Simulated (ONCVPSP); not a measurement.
Building the ONCV potential for Mo (PW91, scalar-relativistic).

molybdenum (Mo), optimised norm-conserving Vanderbilt (ONCV), made with ONCVPSP 4.0.1 (PW91, scalar-relativistic). Core [Kr], reference 4d5 5s1. Waves: 5s: rc 2.45 bohr, ncon 4, nbas 7, qcut 3.2 1/bohr, 1 projector; p scattering state at 0.16 Ha: rc 2.45 bohr, ncon 4, nbas 8, qcut 3.3 1/bohr, 2 projectors, debl 3.1 Ha; 4d: rc 2.50 bohr, ncon 3, nbas 8, qcut 6.1 1/bohr, 2 projectors, debl 2.9 Ha. Local part: polynomial inside 2.30 bohr (lpopt 5, dvloc0 6 Ha). Core correction: Teter function, parameters optimised by the program.

* Cutoffs needed: 13 Ha and 15 Ha (the cutoffs (Ha) at which the residual kinetic energy of the hardest occupied pseudo-wave falls to 1 and 0.1 mHa per electron) The cutoffs count occupied waves only; projector 2 of the p channel, the hardest unoccupied one, needs 48 Ha at the loose tolerance.
* Ghost test: ghosts flagged at negative energy: s at -12.8 eV; GHOST(+) flagged for p at 106.0 eV, s at 162.4 eV; a true bound ghost makes a file unfit for plane-wave use
* Largest excitation error: -449 meV (all-electron minus pseudo) for 4d3 5s0, out of 4 test configurations
* rms error of d²Exc/dni dnj: 7.08 mHa without and 0.13 mHa with the model core
